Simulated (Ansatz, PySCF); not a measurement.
The pair A = PH3 (SMILES P) (first 4 atoms), B = H4OSi (SMILES O[SiH3]); geometry from B3LYP-D3(BJ)/def2-TZVP.
(charge 0, multiplicity 1):
```xyz
10

P     -0.24764     0.17428    -0.36628
H      0.82048    -0.50433    -0.99941
H     -1.26218    -0.59183    -0.98737
H     -0.29698     1.22822    -1.30892
O     -0.21128     0.73651     3.04062
Si     0.19617    -0.59493     3.91836
H     -0.24304     0.64595     2.07732
H     -0.75321    -1.71717     3.70055
H      0.15965    -0.18871     5.33828
H      1.55610    -1.08977     3.58101
```

Correlated levels freeze the cores. CBS: X⁻³ extrapolation of the correlation energy, Hartree–Fock from the larger set. MP2 and its Hartree–Fock in aug-cc-pV(T+d)Z are density fitted.

The values were computed with Ansatz (Gaussian orbitals); PySCF for the dispersion terms. Values without a source in brackets are computed.

The monomers are drawn apart, rigid, along the line of their centres of mass. Counterpoise-corrected interaction energies (kcal/mol):

| level | R = 5.057 Å | R = 6.052 Å |
|---|---|---|
| PBE/def2-TZVPPD | -1.7585 | -0.6567 |
| PBE-D3(BJ)/def2-TZVPPD | -2.1446 | -0.7919 |
| wB97M-V/def2-TZVPPD | -1.8009 | -0.7032 |
| MP2/CBS(aug-cc-pV(D+d)Z, aug-cc-pV(T+d)Z) + ΔCCSD(T)/aug-cc-pV(D+d)Z | -1.8216 | -0.6975 |

Problem. R is the distance of the centres of mass. Find the local exponent m of E ∝ R⁻ᵐ between the two points.

Solution. 
m = ln(E₁/E₂)/ln(R₂/R₁): PBE/def2-TZVPPD 5.5; PBE-D3(BJ)/def2-TZVPPD 5.5; wB97M-V/def2-TZVPPD 5.2; MP2/CBS(aug-cc-pV(D+d)Z, aug-cc-pV(T+d)Z) + ΔCCSD(T)/aug-cc-pV(D+d)Z 5.3. For scale, two fixed dipoles give m = 3, dipole and quadrupole 4, quadrupoles 5, and dispersion or dipole-induced dipole 6 at long range; at these distances several terms mix, and what is left of overlap and damping shifts m, so it need not match one of them.

Ansatz is a quantum-chemistry and plane-wave program.
